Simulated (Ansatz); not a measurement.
Basis-set extrapolation for C$_{2}$H$_{6}$O$_{2}$SSi, SMILES `OC(=S)OC[SiH3]` (PBE0-D4/def2-TZVP geometry, frozen core, the Gaussian-basis code of Ansatz). Multiplicity 1, RHF reference.

```
                      def2-TZVPP   def2-QZVPP
                 HF  -915.519729  -915.550386
    MP2 correlation    -1.091906    -1.175805
CCSD(T) correlation    -1.187323      not run
```

Energies in hartree. Use E(X) = E(∞) + A·exp(−7.88·√X) for Hartree–Fock and E(X) = E(∞) + B·X^(−2.97) for correlation, with X = 3 and 4, and add CCSD(T) minus MP2 of the smaller set to the MP2 limit.

What is the CCSD(T) energy at the basis-set limit?

HF limit: -915.550386 + (-0.030657) × 0.13774 = -915.55461. MP2 limit: -1.175805 + (-0.083899) × 0.74074 = -1.23795. Higher-order term: -1.187323 − (-1.091906) = -0.09542. Total: -916.88798 hartree, 475.0 kJ/mol below CCSD(T)/def2-TZVPP.
